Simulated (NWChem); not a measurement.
# CH$_{4}$BI; SMILES CBI

Computed with NWChem. Structure relaxed at the PBE0/def2-SVP level. No frequency run checked for a minimum. def2 effective core potentials on I; no spin-orbit coupling. Ions are spin-unrestricted doublets at the neutral geometry; other ion states weren't tried.

**Question.** Estimate the computed values for PBE/def2-SVP. Quantities: vertical ionisation energy, ΔSCF (eV); −ε(HOMO) (eV).

**Answer.** 
```json
{
 "vertical ionisation energy, ΔSCF (eV)": "9.44",
 "−ε(HOMO) (eV)": "6.12"
}
```
